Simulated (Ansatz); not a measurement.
C₄H₇B, SMILES `CC1=C(C)B1`. The species carries charge 0 and has multiplicity 1. The geometry is a stationary point of PBE0-D4/def2-TZVP.

```xyz
12

C     1.607   -0.346    0.919
C     0.443    0.454    0.488
C    -0.660    0.351   -0.287
C    -1.349   -0.620   -1.159
B    -0.436    1.626    0.406
H     2.534    0.160    0.635
H     1.614   -1.352    0.494
H     1.623   -0.426    2.009
H    -1.431   -0.219   -2.172
H    -2.372   -0.780   -0.808
H    -0.840   -1.586   -1.207
H    -0.735    2.738    0.683
```

What is the dipole moment at r2SCAN/def2-TZVPP? (An estimate is asked.)

Computed: 1.65 D, with components (0.42, -1.55, -0.39) D in this frame, pointing from negative to positive charge.

And with PBE, B3LYP, ωB97M-V? (Estimate.)

The calculation gave: PBE 1.68 D, B3LYP 1.59 D, ωB97M-V 1.60 D.

Give the Mulliken charges with r2SCAN, B3LYP, PBE in def2-TZVPP. (Best estimate.)

Computed: 
```
atom  r2SCAN  B3LYP    PBE
  C1   -0.15  -0.24  -0.24
  C2    0.09   0.08   0.09
  C3    0.09   0.08   0.09
  C4   -0.15  -0.24  -0.24
  B5   -0.25  -0.27  -0.28
  H6    0.07   0.10   0.10
  H7    0.04   0.08   0.08
  H8    0.07   0.10   0.10
  H9    0.07   0.10   0.10
 H10    0.07   0.10   0.10
 H11    0.04   0.08   0.08
 H12    0.00   0.03   0.00
```

B3LYP here is the variant with VWN-RPA as its local correlation; programs differ in this.
